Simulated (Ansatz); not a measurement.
Geometry optimisation, RKS revPBE-D4/def2-SVP in Ansatz.

The input (input.yaml):

```yaml
crystal:
  periodic: [false, false, false]
  atoms:
    - { symbol: B, position_ang: [-0.2375, -0.9076, 1.8306] }
    - { symbol: B, position_ang: [-0.2861, -1.0531, 0.1677] }
    - { symbol: O, position_ang: [-0.9843, -0.0707, -0.7046] }
    - { symbol: Si, position_ang: [0.3507, 1.0216, -1.2268] }
    - { symbol: Br, position_ang: [-0.6407, 2.5617, -2.5867] }
    - { symbol: H, position_ang: [-0.7799, 0.1107, 2.3015] }
    - { symbol: H, position_ang: [0.2413, -1.6792, 2.5111] }
    - { symbol: H, position_ang: [0.2143, -2.0156, -0.3095] }
    - { symbol: H, position_ang: [0.8967, 1.7019, -0.0263] }
    - { symbol: H, position_ang: [1.3085, 0.2791, -1.9541] }
basis:
  gaussian: { orbitals: def2-SVP }
hamiltonian:
  xc: revpbe
  dispersion: d4
relax:
  f_tol: 0.015
  max_steps: 40
output:
  orbitals: {}
```

Run as:

```bash
$ ansatz run input.yaml --threads 2 --pin off --max-ram 3072MiB --backend cpu --events-out ev --progress --plain --runs-dir out
```

Task: Where does it end, and by what steps?

Result: The forces met the threshold. After 17 steps the energy has fallen by 1.509 eV; O3 moved furthest, 1.64 Å.

```
step  energy less start (eV)  largest force component (eV/Å)  accepted
   0                  0.0000                           3.452       yes
   1                 -0.5805                           2.013       yes
   2                 -0.7584                           0.810       yes
   3                 -0.9329                           0.262       yes
   4                 -1.0470                           0.336       yes
   5                 -1.1485                           0.378       yes
   6                 -1.2312                           0.421       yes
   7                 -1.3298                           0.255       yes
   8                 -1.3958                           0.209       yes
   9                 -1.4300                           0.326       yes
  10                 -1.4268                           0.678        no
  11                 -1.4692                           0.093       yes
  12                 -1.4897                           0.133       yes
  13                 -1.5030                           0.173       yes
  14                 -1.5044                           0.133       yes
  15                 -1.5081                           0.148       yes
  16                 -1.5091                           0.047       yes
  17                 -1.5092                           0.014       yes
```

```xyz
10
Properties=species:S:1:pos:R:3
B -0.595 -1.171 1.999
B -0.172 -0.698 0.438
O 0.283 0.565 0.119
Si 0.678 1.178 -1.411
Br -1.161 2.036 -2.351
H -1.745 -1.103 2.406
H 0.205 -1.688 2.764
H -0.267 -1.534 -0.469
H 1.661 2.282 -1.198
H 1.196 0.083 -2.293
```

Time of the run: 16 s on 2 threads of AMD EPYC 9R45 96-Core Processor (Zen 5), on a shared host, peak memory 0.19 GiB.
